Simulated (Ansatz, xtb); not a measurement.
# Two isomers of C5H6OS2

Structure X: `CC(=S)CSC#CO`, a singlet. Structure Y: `CC(=S)CSC=C=O`, a singlet. Both are isolated molecules in the gas phase, relaxed with r2SCAN-D4/def2-SVP; each stands in its lowest conformer found.

X (Å):

```csv
atom,x (Å),y (Å),z (Å)
C,-1.6459,-0.9745,-0.7554
C,-0.2512,-0.5756,-0.3769
C,0.0064,0.8933,-0.2845
C,0.3320,0.7705,2.4557
C,1.0299,0.1722,3.2628
O,1.8458,-0.3510,4.1261
S,0.9270,-1.6502,-0.0032
S,-0.6560,1.5302,1.3452
H,-1.8406,-0.6870,-1.8047
H,-1.7971,-2.0554,-0.6487
H,-2.3800,-0.4303,-0.1367
H,-0.5684,1.4761,-1.0242
H,1.0753,1.1377,-0.3377
H,1.5212,-1.2229,4.4056
```

Y (Å):

| atom | x (Å) | y (Å) | z (Å) |
| --- | --- | --- | --- |
| C | -1.2246 | 1.6828 | -1.2460 |
| C | -0.7505 | 0.3103 | -0.8746 |
| C | -0.6498 | 0.0236 | 0.5851 |
| C | 2.1804 | -0.2291 | 0.4618 |
| C | 2.7556 | 0.3119 | -0.6107 |
| O | 3.2689 | 0.8350 | -1.5114 |
| S | -0.2698 | -0.8095 | -1.9718 |
| S | 0.9500 | 0.7388 | 1.2409 |
| H | -1.1126 | 1.8697 | -2.3209 |
| H | -0.6696 | 2.4455 | -0.6728 |
| H | -2.2893 | 1.7932 | -0.9712 |
| H | -0.6668 | -1.0523 | 0.8046 |
| H | -1.4108 | 0.5548 | 1.1826 |
| H | 2.4700 | -1.2300 | 0.7989 |

Quicker runs give these differences E(Y) − E(X): GFN2-xTB −84.1 kJ/mol; HF/STO-3G −75.1 kJ/mol (at GFN2-xTB geometries); r2SCAN-D4/def2-SVP//GFN2-xTB −149.5 kJ/mol.

**Question.** Estimate E(Y) − E(X) at the level CCSD(T)/def2-SVP + ΔMP2/def2-TZVPP.

**Answer.** Calculated at CCSD(T)/def2-SVP + ΔMP2/def2-TZVPP: E(Y) − E(X) = −135.0 kJ/mol, so structure Y lies lower.

How the difference moves with the method:

```
                             level            geometry  E(Y) − E(X) (kJ/mol)  departure from the last row (kJ/mol)  job, with rough time for the two
                          GFN2-xTB            GFN2-xTB                   −84.1                                 +50.9              optimisation, 0.99 s
                         HF/STO-3G            GFN2-xTB                   −75.1                                 +60.0               single point, 1.4 s
      r2SCAN-D4/def2-SVP//GFN2-xTB            GFN2-xTB                  −149.5                                 −14.5               single point, 7.2 s
                r2SCAN-D4/def2-SVP  r2SCAN-D4/def2-SVP                  −153.0                                 −18.0             optimisation, 1.9 min
                       HF/def2-SVP  r2SCAN-D4/def2-SVP                  −138.7                                  −3.7           part of the CCSD(T) run
                      MP2/def2-SVP  r2SCAN-D4/def2-SVP                  −144.1                                  −9.1           part of the CCSD(T) run
                  CCSD(T)/def2-SVP  r2SCAN-D4/def2-SVP                  −144.6                                  −9.5                      single point
CCSD(T)/def2-SVP + ΔMP2/def2-TZVPP  r2SCAN-D4/def2-SVP                  −135.0                                                   single point, 3.1 min
```

As drawn, Y has 1 C=C, 1 C=O, 1 C–H in place of 1 C≡C, 1 C–O, 1 O–H.

None of the levels shown reverses the order. The largest departure from CCSD(T)/def2-SVP + ΔMP2/def2-TZVPP is that of HF/STO-3G, 60.0 kJ/mol. The last row adds to CCSD(T) the change of the MP2 difference between the two basis sets, here +9.5 kJ/mol.

With thermal terms from frequencies at re-optimised GFN2-xTB minima (ideal gas, soft modes damped towards free rotors, one conformer each, 298.15 K, 1 atm): the zero-point term adds +2.0 kJ/mol; ΔH is −134.7 and ΔG −131.9 kJ/mol.

The correlated steps freeze 16 core orbitals. Codes used: Ansatz 0.2.0, xtb 6.7.1; the last row on 2 threads of Intel(R) Xeon(R) Processor @ 2.70GHz on a shared host.
